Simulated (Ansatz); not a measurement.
CH3 (SMILES [CH3-]), charge -1, multiplicity 1, relaxed at each level with Ansatz (a quantum-chemistry and plane-wave program); harmonic frequencies from differences of analytic forces, average atomic masses, frozen cores.

| level | C1–H2 (Å) | C1–H3 (Å) | C1–H4 (Å) | H2–C1–H3 (°) | H2–C1–H4 (°) | H3–C1–H4 (°) | dipole (D) |
|---|---|---|---|---|---|---|---|
| HF/def2-TZVPP | 1.1052 | 1.1052 | 1.1052 | 105.3 | 105.3 | 105.3 | - |
| PBE/def2-TZVPP | 1.1221 | 1.1221 | 1.1221 | 103.6 | 103.6 | 103.6 | - |
| r2SCAN/def2-TZVPP | 1.1147 | 1.1147 | 1.1147 | 103.7 | 103.7 | 103.7 | - |
| B3LYP/def2-TZVPP | 1.1122 | 1.1122 | 1.1122 | 104.5 | 104.5 | 104.5 | - |
| PBE0/def2-TZVPP | 1.1128 | 1.1128 | 1.1128 | 104.3 | 104.3 | 104.3 | - |
| wB97X-V/def2-TZVPP | 1.1136 | 1.1136 | 1.1136 | 104.5 | 104.5 | 104.5 | - |
| MP2/cc-pVTZ | 1.1119 | 1.1119 | 1.1119 | 102.8 | 102.8 | 102.8 | - |
| CCSD(T)/cc-pVDZ | 1.1441 | 1.1441 | 1.1441 | 99.6 | 99.6 | 99.6 | - |
| CCSD(T)/cc-pVTZ | 1.1186 | 1.1186 | 1.1186 | 102.3 | 102.3 | 102.3 | - |
